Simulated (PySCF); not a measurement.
BFH₆O₂Si₂, SMILES OB([SiH2][SiH2]F)O.

Geometry optimised at r2SCAN-D4/def2-SVP. This is a generated structure with no PubChem entry under its InChIKey; it may be hypothetical. One conformer was computed; it need not be the lowest.

Two levels are set side by side: PBE/def2-TZVP (PySCF) and CAM-B3LYP/def2-TZVP (PySCF). Same geometry, gas phase. Differences are taken from unrounded values.

| quantity | PBE |
|---|---|
| orbital gap (eV) | 4.84 |
| highest occupied level (eV) | -6.77 |
| lowest empty level (eV) | -1.93 |
| dipole moment (D) | 0.57 |
| mean polarisability (bohr³) | 81.5 |

Problem. These are the PBE values. What does CAM-B3LYP give? (The exact figures need the calculation; the answer reports its results.)

Solution. 
| quantity | CAM-B3LYP | PBE minus CAM-B3LYP |
|---|---|---|
| orbital gap (eV) | 9.31 | -4.46 |
| highest occupied level (eV) | -9.34 | 2.57 |
| lowest empty level (eV) | -0.04 | -1.89 |
| dipole moment (D) | 0.65 | -0.08 |
| mean polarisability (bohr³) | 76.1 | 5.4 |

Without exact exchange PBE keeps part of each electron's self-repulsion, which lifts occupied levels and narrows the gap. PBE's more diffuse valence density responds more strongly to a field. Differences between two approximate levels are no errors against the true value.

Rough cost on one machine, each run with all the roots and properties that it gave: CAM-B3LYP against PBE within a factor of 2.
